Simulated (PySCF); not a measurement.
C2H2N3, SMILES C1=NC=N[N]1, multiplicity 2.

Coordinates come from a PBE0-D3(BJ)/def2-SVP optimisation. The isomer is the one that the SMILES or the coordinates give; other isomers of the formula were not compared.

The numbers are results of PySCF with PBE/def2-TZVP, not measurements.

Gas-phase values at a fixed geometry.

Computed frontier levels, dipole moment and polarisability:
| Quantity | Result |
|---|---|
| α spin, highest occupied and lowest empty level | -6.96 and -1.07 eV |
| β spin, highest occupied and lowest empty level | -6.78 and -6.60 eV |
| dipole moment | 0.68 D |
| quadrupole, principal values (traceless, Buckingham form, about the centre of nuclear charge) | -6.84, -1.44, 8.29 D·Å |
| mean static polarisability | 56.1 bohr³ (8.31 Å³) |
| polarisability, principal values | 40.4, 55.0, 72.8 bohr³ |
| ⟨S²⟩ | 0.753 (pure state 0.75) |
